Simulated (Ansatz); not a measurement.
Species: H4BSiO, charge 0, doublet. H4BSiO (SMILES O[B][SiH3], doublet).
B3LYP-D3(BJ)/def2-TZVP minimum from Ansatz (a program for electronic structure):
```
B
O 1 1.3334
H 2 0.9655 1 115.83
Si 1 2.0127 2 129.42 3 180.00
H 4 1.4836 1 107.36 2 121.92
H 4 1.4836 5 108.22 1 -115.59
H 4 1.4897 5 108.42 6 -117.39
```
Charge 0, spin multiplicity 2.

Total energies in hartree (Ansatz). Radicals and triplets start from unrestricted determinants; spin-orbit coupling is neglected. Correlated methods leave the cores frozen. No relativity. For partners of very few electrons the exact lower level stands in for a higher one.

| species | HF/cc-pV(T+d)Z | CCSD(T)/cc-pV(T+d)Z | HF/cc-pV(Q+d)Z | CCSD(T)/cc-pV(Q+d)Z | CCSD(T)/cc-pV(D+d)Z | CCSDT(Q)/cc-pV(D+d)Z |
|---|---|---|---|---|---|---|
| 1: H4BSiO (SMILES O[B][SiH3], doublet) | -390.83998 | -391.33421 | -390.85149 | -391.37607 | -391.19593 | -391.19792 |
| 2: B (doublet) | -24.53207 | -24.59810 | -24.53297 | -24.60084 | -24.58941 | -24.58977 |
| 3: O (triplet) | -74.81176 | -74.97396 | -74.81729 | -74.99357 | -74.90995 | -74.91013 |
| 4: H (doublet) | -0.49981 | -0.49981 | -0.49995 | -0.49995 | -0.49928 | -0.49928 |
| 5: Si (triplet) | -288.85649 | -288.93344 | -288.85845 | -288.93781 | -288.91643 | -288.91690 |

Q: Work out the atomisation energy (electronic, to ground-state atoms) in kcal/mol: take Hartree-Fock from cc-pV(Q+d)Z, extrapolate the CCSD(T) correlation energy as X^-3 (X = 3, 4), and add CCSDT(Q) - CCSD(T) in cc-pV(D+d)Z. 1 hartree = 627.51 kcal/mol.

A: 
Species 1: correlation (64·(-0.52458) - 27·(-0.49423))/37 = -0.54673; step -0.00199; E1 = -390.85149 + (-0.54673) + (-0.00199) = -391.40021
Species 2: correlation (64·(-0.06787) - 27·(-0.06603))/37 = -0.06921; step -0.00036; E2 = -24.53297 + (-0.06921) + (-0.00036) = -24.60254
Species 3: correlation (64·(-0.17628) - 27·(-0.16220))/37 = -0.18655; step -0.00018; E3 = -74.81729 + (-0.18655) + (-0.00018) = -75.00402
Species 4: correlation (64·(0.00000) - 27·(0.00000))/37 = 0.00000; step +0.00000; E4 = -0.49995 + (0.00000) + (+0.00000) = -0.49995
Species 5: correlation (64·(-0.07936) - 27·(-0.07695))/37 = -0.08112; step -0.00047; E5 = -288.85845 + (-0.08112) + (-0.00047) = -288.94004
-1·E1 +1·E2 +1·E3 +4·E4 +1·E5 = 0.85381 hartree = 535.8 kcal/mol.
